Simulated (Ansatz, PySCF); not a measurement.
Al(Me)(OH)(SeH) (CH5AlOSe), SMILES [SeH][Al]([OH])[CH3].

Geometry optimised at PBE0-D3(BJ)/def2-SVP. The structure was generated by enumeration; whether it is a known compound was not checked. One conformer was computed; it need not be the lowest.

Vertical ionisation energy (IE) and electron affinity (EA) in eV. Rows of orbital energies are one-electron estimates. Where ΔSCF, EOM or ADC give a negative EA the extra electron is unbound and the value depends on the basis.

```tsv
level	IE	EA
−ε(HOMO), −ε(LUMO), M06-2X/def2-TZVP (PySCF)	8.30	-0.37
−ε(HOMO), −ε(LUMO), PBE/def2-TZVP (PySCF)	6.05	1.02
ΔSCF, PBE0/def2-SVPD (Ansatz), final states of multiplicity 2 and 2	9.45	-0.43
ΔSCF, PBE/def2-SVPD (Ansatz), final states of multiplicity 2 and 2	9.27	-0.29
```

Problem. What vertical singlet–triplet gap does ΔSCF give with PBE0/def2-SVPD (Ansatz, a first-principles code) and with PBE/def2-SVPD (Ansatz)? (The exact figures need the calculation; the answer reports its results.)

Solution. 5.13 and 4.97 eV (triplet above singlet where positive).
